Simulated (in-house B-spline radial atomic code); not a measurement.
Computed with a B-spline radial atomic code. Model: two electrons, singlet ground state, non-relativistic, full CI in B-splines with partial waves to l = 8 (at full coupling up to 3e-4 hartree above the limit, correlation up to 0.6 % small), density held at that of full coupling by Lieb maximisation.

Along the adiabatic connection the electron repulsion is scaled by a coupling λ while a local potential keeps the density fixed. At λ = 0 the system is the Kohn-Sham one and W equals the exchange energy; the exchange-correlation energy is the area under W between 0 and 1. The kinetic energy rises with λ as the electrons avoid each other, with dT/dλ = −λ dW/dλ.

Command:
```bash
python run_ac.py task.json out
```
Settings (lengths in bohr, energies in hartree):
```
potential              yukawa
strength               4.06
lmax                   8
second                 1.69
```

Time taken, with all properties: 53 s on 1 thread of Intel(R) Xeon(R) Processor @ 2.30GHz, on a shared host.

**W = mean repulsion less Hartree energy, and W of three functionals.**

Given: confinement screened point charge; nuclear charge 4.06; screening of the nucleus 1.69 1/bohr; external potential -Z exp(-k r)/r.

Computed: PBE exchange minus exact 9.8061 millihartree; SCAN exchange minus exact -16.911 millihartree.

```json
{"coupling": "0", "W xc (hartree)": "-1.9574", "W xc minus exchange (millihartree)": "0", "kinetic minus Kohn-Sham (millihartree)": "0", "LDA (PW92) W minus its exchange (millihartree)": "0", "PBE W minus its exchange (millihartree)": "0", "SCAN W minus its exchange (millihartree)": "0"}
{"coupling": "0.02", "W xc (hartree)": "?", "W xc minus exchange (millihartree)": "?", "kinetic minus Kohn-Sham (millihartree)": "?", "LDA (PW92) W minus its exchange (millihartree)": "?", "PBE W minus its exchange (millihartree)": "?", "SCAN W minus its exchange (millihartree)": "?"}
{"coupling": "0.05", "W xc (hartree)": "-1.9624", "W xc minus exchange (millihartree)": "-4.948", "kinetic minus Kohn-Sham (millihartree)": "0.1", "LDA (PW92) W minus its exchange (millihartree)": "-27.95", "PBE W minus its exchange (millihartree)": "-4.23", "SCAN W minus its exchange (millihartree)": "-4.5"}
{"coupling": "0.12", "W xc (hartree)": "?", "W xc minus exchange (millihartree)": "?", "kinetic minus Kohn-Sham (millihartree)": "?", "LDA (PW92) W minus its exchange (millihartree)": "?", "PBE W minus its exchange (millihartree)": "?", "SCAN W minus its exchange (millihartree)": "?"}
{"coupling": "0.25", "W xc (hartree)": "-1.9816", "W xc minus exchange (millihartree)": "-24.158", "kinetic minus Kohn-Sham (millihartree)": "3", "LDA (PW92) W minus its exchange (millihartree)": "-93.69", "PBE W minus its exchange (millihartree)": "-21.42", "SCAN W minus its exchange (millihartree)": "-21.58"}
{"coupling": "0.4", "W xc (hartree)": "-1.9954", "W xc minus exchange (millihartree)": "-37.98", "kinetic minus Kohn-Sham (millihartree)": "7.5", "LDA (PW92) W minus its exchange (millihartree)": "-129.97", "PBE W minus its exchange (millihartree)": "-34.2", "SCAN W minus its exchange (millihartree)": "-33.66"}
{"coupling": "0.6", "W xc (hartree)": "-2.0131", "W xc minus exchange (millihartree)": "-55.675", "kinetic minus Kohn-Sham (millihartree)": "16.3", "LDA (PW92) W minus its exchange (millihartree)": "-170.37", "PBE W minus its exchange (millihartree)": "-50.87", "SCAN W minus its exchange (millihartree)": "-48.99"}
{"coupling": "0.8", "W xc (hartree)": "-2.03", "W xc minus exchange (millihartree)": "-72.581", "kinetic minus Kohn-Sham (millihartree)": "28.1", "LDA (PW92) W minus its exchange (millihartree)": "-204.96", "PBE W minus its exchange (millihartree)": "-67.04", "SCAN W minus its exchange (millihartree)": "-63.54"}
{"coupling": "1", "W xc (hartree)": "-2.0462", "W xc minus exchange (millihartree)": "-88.745", "kinetic minus Kohn-Sham (millihartree)": "42.7", "LDA (PW92) W minus its exchange (millihartree)": "-235.49", "PBE W minus its exchange (millihartree)": "-82.66", "SCAN W minus its exchange (millihartree)": "-77.4"}
{"coupling": "1.4", "W xc (hartree)": "-2.0764", "W xc minus exchange (millihartree)": "-119.03", "kinetic minus Kohn-Sham (millihartree)": "78.9", "LDA (PW92) W minus its exchange (millihartree)": "-288.04", "PBE W minus its exchange (millihartree)": "-112.29", "SCAN W minus its exchange (millihartree)": "-103.3"}
{"coupling": "2", "W xc (hartree)": "-2.1173", "W xc minus exchange (millihartree)": "-159.92", "kinetic minus Kohn-Sham (millihartree)": "148.2", "LDA (PW92) W minus its exchange (millihartree)": "-352.54", "PBE W minus its exchange (millihartree)": "-152.9", "SCAN W minus its exchange (millihartree)": "-138.33"}
{"coupling": "3", "W xc (hartree)": "-2.1755", "W xc minus exchange (millihartree)": "-218.07", "kinetic minus Kohn-Sham (millihartree)": "292.6", "LDA (PW92) W minus its exchange (millihartree)": "-436.57", "PBE W minus its exchange (millihartree)": "-211.83", "SCAN W minus its exchange (millihartree)": "-188.68"}
{"coupling": "4.5", "W xc (hartree)": "-2.2449", "W xc minus exchange (millihartree)": "-287.49", "kinetic minus Kohn-Sham (millihartree)": "550.7", "LDA (PW92) W minus its exchange (millihartree)": "-530.61", "PBE W minus its exchange (millihartree)": "-284.29", "SCAN W minus its exchange (millihartree)": "-250.31"}
{"coupling": "7", "W xc (hartree)": "-2.3289", "W xc minus exchange (millihartree)": "-371.44", "kinetic minus Kohn-Sham (millihartree)": "1026.8", "LDA (PW92) W minus its exchange (millihartree)": "-641.19", "PBE W minus its exchange (millihartree)": "-376.23", "SCAN W minus its exchange (millihartree)": "-328.2"}
{"coupling": "10", "W xc (hartree)": "-2.3979", "W xc minus exchange (millihartree)": "-440.49", "kinetic minus Kohn-Sham (millihartree)": "1607.2", "LDA (PW92) W minus its exchange (millihartree)": "-733.35", "PBE W minus its exchange (millihartree)": "-456.95", "SCAN W minus its exchange (millihartree)": "-395.81"}
```

What belongs in the row 0.02?

W xc (hartree): -1.9594; W xc minus exchange (millihartree): -1.986; kinetic minus Kohn-Sham (millihartree): 0; LDA (PW92) W minus its exchange (millihartree): -13.39; PBE W minus its exchange (millihartree): -1.68; SCAN W minus its exchange (millihartree): -1.82.

What belongs in the row 0.12?

W xc (hartree): -1.9692; W xc minus exchange (millihartree): -11.776; kinetic minus Kohn-Sham (millihartree): 0.7; LDA (PW92) W minus its exchange (millihartree): -54.8; PBE W minus its exchange (millihartree): -10.23; SCAN W minus its exchange (millihartree): -10.62.

What is the LDA exchange minus exact?

263.62 millihartree.

**Energy parts, natural occupations and partial-wave weights.**

Computed: total energy -4.1860 hartree; exchange energy -1.9574 hartree; correlation energy -0.046078 hartree; initial slope twice GL2 -0.099557 hartree; Hartree energy 3.9148 hartree; Kohn-Sham kinetic 10.849 hartree; Lieb Oxford ratio E_xc over LDA exchange 1.1828.

```json
{"natural": "s", "occupation of the shell (electrons)": "1.9944"}
{"natural": "s", "occupation of the shell (electrons)": "?"}
{"natural": "p", "occupation of the shell (electrons)": "0.0022294"}
{"natural": "d", "occupation of the shell (electrons)": "0.00011235"}
{"natural": "p", "occupation of the shell (electrons)": "0.00010037"}
{"natural": "s", "occupation of the shell (electrons)": "6.8018e-05"}
```

What belongs in the row s?

occupation of the shell (electrons): 0.0029984.

| wave | weight |
| --- | --- |
| s | 0.99875 |
| p | ? |
| d | 6.4308e-05 |
| f | 9.3496e-06 |
| g | 2.1933e-06 |

What belongs in the row p?

weight: 0.0011706.

What is the kinetic part of the DFT correlation energy?

0.042667 hartree.

What is the kinetic part over minus potential part?

0.48078.

Half-way to full coupling W has made 53 % of its drop, against 50 % for a straight line, and second-order (GL2) theory, half the initial slope, overshoots the correlation energy by about 8 %: correlation is weak here. Over couplings 0 to 1 the errors in E_xc come to about +168 millihartree for LDA, +14 millihartree for PBE, -11 millihartree for SCAN, so SCAN is nearest. In LDA and SCAN the errors of exchange and correlation have opposite signs, so the sum is smaller than the larger of the two.
